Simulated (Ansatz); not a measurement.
`[SiH3][SiH2]Br` + HCl → `Cl[SiH2]Br` + SiH₄ at 298.15 K and 1 bar (cleavage of the Si–Si bond).

Computed with Ansatz on PBE0-D4/def2-TZVP structures; ΔE is electronic, products minus reactants. CCSD(T)/CBS is the MP2 limit (def2-TZVPP, def2-QZVPP) plus CCSD(T) − MP2 in def2-TZVPP, frozen cores. This one scheme is used for every species. For Br outer-core shells are correlated without core-valence functions, which leaves a few kJ/mol of doubt a bond. Scalar relativity is left out up to krypton.

```json
{"species": "`[SiH3][SiH2]Br`", "CCSD(T)/CBS energy (Eh)": "-3154.51510", "H − E (kJ/mol)": "130.6", "S (J/(mol·K))": "334.9"}
{"species": "HCl", "CCSD(T)/CBS energy (Eh)": "-460.38127", "H − E (kJ/mol)": "26.6", "S (J/(mol·K))": "186.8"}
{"species": "`Cl[SiH2]Br`", "CCSD(T)/CBS energy (Eh)": "-3323.46904", "H − E (kJ/mol)": "66.3", "S (J/(mol·K))": "304.6"}
{"species": "SiH₄", "CCSD(T)/CBS energy (Eh)": "-291.46306", "H − E (kJ/mol)": "92.1", "S (J/(mol·K))": "204.8"}
```

H − E and S are ideal-gas, rigid-rotor, harmonic terms from PBE0-D4/def2-TZVP. 1 Eh = 2625.50 kJ/mol, R = 8.31446 J/(mol·K).

Q: By hand: ΔE, ΔH, ΔS and ΔG.

A: ΔE = (-3323.46904) + (-291.46306) − (-3154.51510) − (-460.38127) = -0.03573 Eh = -93.8 kJ/mol. Δ(H − E) = 66.3 + 92.1 − 130.6 − 26.6 = 1.2, so ΔH = -92.6 kJ/mol. ΔS = 304.6 + 204.8 − 334.9 − 186.8 = -12.3 J/(mol·K). ΔG = -92.6 − 298.15 × (-12.3)/1000 = -88.9 kJ/mol.

Q: By hand: the equilibrium constant, and the temperature at which ΔG would vanish if ΔH and ΔS stayed fixed.

A: log₁₀ K = −ΔG/(RT ln 10) = 15.6. ΔG = 0 at ΔH/ΔS = 7528 K, far beyond where these terms or the molecules hold.

The number of gas molecules stays the same, so ΔS is small and ΔH decides. A doubt of 5 kJ/mol in ΔE shifts log₁₀ K by 0.9 here. These are equilibria of isolated gas molecules and say nothing of rates. Largest T1 diagnostic: 0.011 (customary marks: 0.02 for closed shells, 0.045 for open ones).
